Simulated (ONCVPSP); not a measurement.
**C (Z = 6): variants of one ONCV potential**

Base potential:

C (Z = 6), optimised norm-conserving Vanderbilt (ONCV), made with ONCVPSP 4.0.1 (PBE, scalar-relativistic). Core [He], reference 2s2 2p2. Waves: 2s: rc 1.15 bohr, ncon 5, nbas 8, qcut 7.1 1/bohr, local; 2p: rc 2.30 bohr, ncon 4, nbas 8, qcut 5.6 1/bohr, 3 projectors, debl 3.8 Ha; d scattering state at 0.45 Ha: rc 1.95 bohr, ncon 4, nbas 9, qcut 4.8 1/bohr, 2 projectors, debl 1.5 Ha. Local part: the s channel. Core correction: Teter function, fcfact 4.25, rcfact 1.55.

Cutoffs, loose and tight: the cutoffs (Ha) at which the residual kinetic energy of the hardest occupied pseudo-wave falls to 1 and 0.1 mHa per electron. They do not see the model core or the augmentation charge, which bear on the density cutoff. Test errors are all-electron minus pseudo excitation energies from the reference, over the configurations 2s2 2p1; 2s2 2p0; 2s1 2p0; 2s2 2p1.5. A dash means not determined; rows that change the core or the reference have their own tests.

For the base: The cutoffs count occupied waves only; projector 3 of the p channel, the hardest unoccupied one, needs 56 Ha at the loose tolerance.

| change | outcome | cutoff, loose | cutoff, tight | bound ghosts | GHOST(+) flags above zero | largest test error (meV) |
| --- | --- | --- | --- | --- | --- | --- |
| base | generated | 20 Ha | 28 Ha | none | none | +1080 |
| core correction Teter function, fcfact 3.7, rcfact 1.55 | generated | 20 Ha | 28 Ha | none | none | +1075 |
| reference 2s1 2p3 | generated | 21 Ha | 28 Ha | none | none | +746 |
| core correction Teter function, fcfact 2.75, rcfact 1.3 | generated | 20 Ha | 28 Ha | none | none | +1078 |
| s: ncon 3, nbas 6 | generated | 19 Ha | 24 Ha | none | none | +1083 |
| core correction Teter function, fcfact 4.25, rcfact 1.14 | generated | 20 Ha | 28 Ha | none | none | +1091 |
| p: qcut 5.3 | generated | 20 Ha | 28 Ha | none | none | +1170 |
| s: nproj 1; local potential polynomial inside 0.90 bohr (lpopt 4, dvloc0 0 Ha) | generated | 20 Ha | 28 Ha | none | none | +1091 |
| p: rc 2.72 | generated | 20 Ha | 28 Ha | none | none | +1570 |
| p: rc 2.88 | generated | 20 Ha | 28 Ha | none | none | +1788 |

(1) What comes out with this change to the base: s: qcut 10.7?

Answers

(1) outcome: generated; cutoff, loose: 22 Ha; cutoff, tight: 28 Ha; bound ghosts: none; GHOST(+) flags above zero: none; largest test error (meV): +1078.
